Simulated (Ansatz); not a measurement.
A nudged elastic band was laid between two geometries of FH3O3Zr + H (9 atoms, charge 0, multiplicity 2).

Computed with UKS B3LYP-D4/def2-SVP (Ansatz).

```yaml
movable_images: 5
climbing_image: yes
spring: 5.0 eV/Å²
optimiser: quadratic models (default)
start_path: through a guess of the saddle point
force_threshold: 0.03 eV/Å
iteration_limit: 60
end_points: relaxed
```

Image 0:

```xyz
9
Properties=species:S:1:pos:R:3
Zr -0.106 -0.152 0.015
F 0.060 0.161 1.912
O 1.663 -0.293 -0.738
H 2.502 -0.390 -1.190
O -1.057 1.332 -0.768
H -1.536 2.019 -1.233
O -1.084 -1.793 -0.248
H -1.564 -2.598 -0.446
H 0.030 0.065 4.674
```

Image 6:

```xyz
9
Properties=species:S:1:pos:R:3
Zr -0.141 -0.724 0.278
F -0.487 -0.490 2.207
O 1.221 -0.239 -1.019
H 2.038 -0.034 -1.475
O -0.232 1.600 0.798
H -0.666 2.286 0.273
O -0.905 -2.426 -0.201
H -1.293 -3.222 -0.568
H -0.627 1.601 1.686
```

**Question.** What changes between the two ends?

**Answer.** Bonds formed: O5–H9. FH3O3Zr + H becomes FH4O3Zr.

**Question.** Give the energies along the band, and the barrier.

**Answer.** It converged. The highest image is number 4 of 0 to 6, 65.9 kJ/mol above the first end and 102.9 kJ/mol above the last; the last end lies 36.9 kJ/mol below the first. A vibrational analysis at the climbing image gives one clearly imaginary mode, 155i cm⁻¹: a first-order saddle point.

| image | path coordinate (Å) | energy (kJ/mol) | O5–H9 (Å) |
| --- | --- | --- | --- |
| 0 | 0.00 | 0.0 | 5.69 |
| 1 | 1.14 | 0.0 | 6.03 |
| 2 | 2.29 | 0.9 | 5.03 |
| 3 | 3.43 | 58.4 | 4.51 |
| 4 | 4.57 | 65.9 | 3.57 |
| 5 | 6.31 | 32.3 | 1.73 |
| 6 | 8.04 | -36.9 | 0.97 |

**Question.** What is the geometry of the highest image?

**Answer.** 
```xyz
9
Properties=species:S:1:pos:R:3:forces:R:3
Zr 0.106 -0.152 0.012 0.01 0.00 0.02
F -1.031 0.123 2.296 0.00 0.01 -0.01
O 1.710 -0.265 -1.050 -0.01 -0.02 0.01
H 2.466 -0.435 -1.614 0.00 0.02 0.00
O -0.754 1.575 -0.212 0.00 -0.01 -0.02
H -1.206 2.337 -0.576 0.00 0.01 0.02
O -0.721 -1.903 0.213 -0.02 0.02 -0.02
H -1.305 -2.654 0.095 0.02 -0.01 0.01
H -0.358 -0.275 2.812 0.00 -0.01 0.00
```

**Question.** What are the harmonic wavenumbers there?

**Answer.** 155i, 92, 115, 128, 134, 175, 182, 186, 260, 295, 361, 381, 395, 427, 686, 702, 712, 3847, 3961, 3968, 3975 cm⁻¹.

The band took 38 iterations and of the order of 27 core-minutes.

Time of the run: 7.2 min on 4 threads of Arm Neoverse V2 (shared host), peak memory 0.36 GiB.
